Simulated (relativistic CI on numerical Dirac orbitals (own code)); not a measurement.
**From line strength to rate: C II 904.14 Å (vacuum)**

Problem. For 2s2 2p 2P°_3/2 – 2s 2p2 2P_3/2 of C II a semi-empirical relativistic CI calculation gives the line strength S = 5.32 e²a₀² in the length gauge. The measured levels are 63.42 and 110665.56 cm⁻¹ (NIST Handbook). Find gf, f, A and the partial lifetime.

Working.
1. σ = 110665.56 − 63.42 = 110602.14 cm⁻¹, so the vacuum wavelength is 10⁸/σ = 904.14 Å.
2. gf = 303.756 S/λ(Å) = 1.787, log gf = 0.252; with g = 4 for the lower level, f = 0.447.
3. A = 2.02613 × 10¹⁸ S/(g_u λ³) with g_u = 4: A = 3.65 × 10^9 s⁻¹.
4. The partial lifetime for this S is 1/A = 0.274 ns; in the calculation this line carries 83 % of the decay of the upper level.

Check. The Handbook lists A = 3.42 × 10^9 s⁻¹, a tabulated value with its own uncertainty (a few per cent for the best lines, 25 % or more for others); ours lies 7 % above it. The velocity form of the same calculation gives S = 4.06, and the gap between the two forms is a rough gauge of the error in S. With the computed energy (111057 cm⁻¹) in place of the measured one the rate would change by the factor (σ_calc/σ)³ = 1.01.
